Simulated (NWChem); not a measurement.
Basis-set dependence for boron monoxide dimer (B2O2)

SMILES: O=BB=O
```xyz
4

O      0.0000     0.0000    -2.0254
B      0.0000     0.0000    -0.8262
B      0.0000     0.0000     0.8262
O      0.0000     0.0000     2.0254
```
Charge 0, spin multiplicity 1.

Everything below was run with NWChem. All single points use one geometry, from PBE0/def2-SVP, a minimum by its harmonic frequencies. It is one conformer; others weren't searched.

Hartree-Fock energies in Ha, correlation energies in mHa.

The correlated methods keep 4 core orbitals frozen. No row is a measurement; the coupled-cluster row has its own basis-set and correlation limits.

| basis | functions | RHF | MP2 | SCS-MP2 | CCSD | CCSD+T(CCSD) | CCSD(T) | CR-CCSD[T] | CR-CCSD(T) | RI-MP2 |
|---|---|---|---|---|---|---|---|---|---|---|
| 3-21G | 36 | -198.08406 | -380.7 | -367.0 | -371.4 | -392.3 | -387.7 | -387.2 | -383.9 | not run |
| cc-pVDZ | 56 | -199.20084 | -521.9 | -503.5 | -524.8 | -548.7 | -544.9 | -542.7 | -540.0 | -522.0 |
| cc-pVTZ | 120 | -199.25536 | -642.4 | -626.5 | not run | not run | not run | not run | not run | -642.4 |

From cc-pVDZ to cc-pVTZ the Hartree-Fock energy moves by -54.5 mHa and the MP2 correlation energy by -120.5 mHa, which is 19 % of its value in the larger set.
